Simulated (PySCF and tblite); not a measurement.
Results of a calculation; reference values are marked as such.
System: C₃H₉NOSi₂, numbered as in [OH:1][C@@H:2]1[CH:3]=[C:4]1[N:5]([SiH3:6])[SiH3:7].

For the rotation about the C4–N5 bond (torsion C2–C4–N5–Si6 from 178° to 362°, rising): electronic barrier 8.80 kcal/mol, zero-point change -0.09 kcal/mol, thermal and entropy terms at 298.15 K a further 0.61 kcal/mol (symmetry numbers apart). The minimum is C1, the saddle C1. Geometries: GFN2-xTB; energies: PBE0/pcSseg-1 + D3(BJ); zero-point and thermal terms from GFN2-xTB harmonic modes (soft modes blended into free rotors). Rate constants are transition-state-theory values, counting equivalent paths, without tunnelling. Programs: tblite and PySCF.

Q: How many equivalent paths lead out of the minimum?

A: 2: the symmetry number of the minimum is 1, that of the saddle displaced along its mode 1, and since the end is the start again or its mirror image, the same path run backwards is a second way out.

Q: Work out the rate at 298.15 K.

A: ΔG‡ = 9.32 kcal/mol; k_B T/h = 6.2×10¹² s⁻¹; exp(−ΔG‡/RT) = 1.5×10⁻⁷; times 2 gives k = 1.8×10⁶ s⁻¹. Wigner's tunnelling factor for the 57i cm⁻¹ mode would be 1.00.
